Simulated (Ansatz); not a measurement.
Worked example: C2H7O2Si → C2H6O2Si + H

Species: C2H7O2Si `CO[SiH]OC`, doublet; C2H6O2Si `CO[Si]OC`, singlet; H atom, doublet. 

Shapes, held fixed at every level: PBE0-D4/def2-TZVP. Flexible molecules stand in one conformer, not always the lowest. Programs: Ansatz 0.2.0. Electronic energies: no zero-point or thermal term.

At CCSD(T)/CBS estimate; 1 Eh = 2625.50 kJ/mol:

```
 species  energy (Eh)
C2H7O2Si  -519.744553
C2H6O2Si  -519.170846
       H    -0.500000
```

**Question.** Work out ΔE of the reaction at this level.

**Answer.** 
1. Products less reactants: (-519.170846) + (-0.500000) − [(-519.744553)] = 0.073707 Eh = +193.5 kJ/mol.

Other levels give +178.2 (wB97M-V/def2-TZVPP) to +215.5 kJ/mol (r2SCAN-D4/def2-TZVPP). No measured value is set beside it here. Open shells run unrestricted unless RO is named. The CBS estimate extrapolates MP2 from def2-TZVPP and def2-QZVPP and adds CCSD(T) − MP2 in the triple-zeta set, cores frozen.
